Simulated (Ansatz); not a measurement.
**Molecular dynamics, step by step**

ZnSF (SMILES [F][Zn][S-]) (charge -1), singlet, CAM-B3LYP-D4/STO-3G (Ansatz 0.2.0). Settings (timestep in fs, temperature in K; T counts 3 degrees of freedom):

```yaml
hamiltonian: {xc: {name: CAM-B3LYP}, dispersion: d4}
md: {n_steps: 60, timestep: 0.25, temperature: 200, ensemble: nvt_nose_hoover, seed: 620, initial_velocities: maxwell_boltzmann}
```

Start (the SMILES describes the start alone):

```json
{"atom": "F1", "x (Å)": "-1.5912", "y (Å)": "0.8534", "z (Å)": "-0.7745"}
{"atom": "Zn2", "x (Å)": "-0.0720", "y (Å)": "0.0250", "z (Å)": "-0.0365"}
{"atom": "S3", "x (Å)": "1.6631", "y (Å)": "-0.8784", "z (Å)": "0.8110"}
```

```json
{"step": "0", "time (fs)": "0.00", "potential energy less the start (meV)": "0.0", "kinetic energy (meV)": "25.9", "T (K)": "200"}
{"step": "4", "time (fs)": "1.00", "potential energy less the start (meV)": "-1.0", "kinetic energy (meV)": "26.9", "T (K)": "208"}
{"step": "8", "time (fs)": "2.00", "potential energy less the start (meV)": "-27.8", "kinetic energy (meV)": "53.6", "T (K)": "415"}
{"step": "12", "time (fs)": "3.00", "potential energy less the start (meV)": "-79.9", "kinetic energy (meV)": "105.7", "T (K)": "818"}
{"step": "16", "time (fs)": "4.00", "potential energy less the start (meV)": "-156.8", "kinetic energy (meV)": "182.5", "T (K)": "1412"}
{"step": "20", "time (fs)": "5.00", "potential energy less the start (meV)": "-257.8", "kinetic energy (meV)": "283.0", "T (K)": "2189"}
{"step": "24", "time (fs)": "6.00", "potential energy less the start (meV)": "-381.5", "kinetic energy (meV)": "405.3", "T (K)": "3135"}
{"step": "28", "time (fs)": "7.00", "potential energy less the start (meV)": "-526.3", "kinetic energy (meV)": "546.7", "T (K)": "4229"}
{"step": "32", "time (fs)": "8.00", "potential energy less the start (meV)": "-689.9", "kinetic energy (meV)": "703.2", "T (K)": "5440"}
{"step": "36", "time (fs)": "9.00", "potential energy less the start (meV)": "-869.0", "kinetic energy (meV)": "869.4", "T (K)": "6726"}
{"step": "40", "time (fs)": "10.00", "potential energy less the start (meV)": "-1059.9", "kinetic energy (meV)": "1038.3", "T (K)": "8033"}
{"step": "44", "time (fs)": "11.00", "potential energy less the start (meV)": "-1257.5", "kinetic energy (meV)": "1201.3", "T (K)": "9293"}
{"step": "48", "time (fs)": "12.00", "potential energy less the start (meV)": "-1455.8", "kinetic energy (meV)": "1348.6", "T (K)": "10433"}
{"step": "52", "time (fs)": "13.00", "potential energy less the start (meV)": "-1647.8", "kinetic energy (meV)": "1470.0", "T (K)": "11372"}
{"step": "56", "time (fs)": "14.00", "potential energy less the start (meV)": "-1825.8", "kinetic energy (meV)": "1555.5", "T (K)": "12034"}
{"step": "60", "time (fs)": "15.00", "potential energy less the start (meV)": "-1981.7", "kinetic energy (meV)": "1597.0", "T (K)": "12355"}
```

Step 12, positions (Å) and forces (eV/Å):

```json
{"atom": "F1", "x": "-1.592", "y": "0.848", "z": "-0.776", "Fx": "4.032", "Fy": "-2.153", "Fz": "1.964"}
{"atom": "Zn2", "x": "-0.067", "y": "0.026", "z": "-0.034", "Fx": "1.200", "Fy": "-0.609", "Fz": "0.588"}
{"atom": "S3", "x": "1.654", "y": "-0.876", "z": "0.806", "Fx": "-5.232", "Fy": "2.762", "Fz": "-2.551"}
```

Step 24, positions (Å) and forces (eV/Å):

```tsv
atom	x	y	z	Fx	Fy	Fz
F1	-1.575	0.833	-0.768	3.942	-2.095	1.921
Zn2	-0.061	0.025	-0.030	1.084	-0.564	0.529
S3	1.630	-0.867	0.794	-5.026	2.660	-2.450
```

Step 44, positions (Å) and forces (eV/Å):

```tsv
atom	x	y	z	Fx	Fy	Fz
F1	-1.508	0.788	-0.736	3.403	-1.796	1.659
Zn2	-0.047	0.023	-0.023	0.743	-0.406	0.361
S3	1.562	-0.836	0.761	-4.146	2.202	-2.021
```

Last step (60):

F1  (-1.429, 0.740, -0.698)
Zn2  (-0.035, 0.021, -0.017)
S3  (1.491, -0.802, 0.725)
(Å)

The run took about 2.3 min on 2 CPU threads of an Intel Xeon 6975P-C (shared host).
